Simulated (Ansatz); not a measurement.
```xyz
12

C    -0.864   -0.477    2.608
C    -0.982    0.114    1.562
Si   -1.103    0.971   -0.048
B     0.359    0.303   -1.315
C     1.414   -0.774   -0.944
F     0.376    0.852   -2.528
H    -0.769   -0.993    3.536
H    -0.974    2.435    0.186
H    -2.455    0.715   -0.617
H     0.910   -1.694   -0.627
H     1.978   -0.449   -0.061
H     2.112   -1.003   -1.752
```

The species carries charge 0 and has multiplicity 1.

Q: List the r2SCAN/def2-TZVPP orbital energies in eV (Ansatz 0.2.0). (An estimate is asked.)

A: Computed: Occupied: -1790.94, -666.67, -273.31, -272.96, -272.65, -181.92, -141.43, -96.31, -96.28, -96.26, -32.02, -19.57, -18.57, -14.99, -13.98, -13.30, -11.70, -11.64, -10.75, -10.25, -10.01, -9.58, -9.07, -7.76, -7.26, -6.69. Lowest empty: -1.97, -0.63, -0.52, 0.43, 0.88, 1.86, 2.14, 2.43.
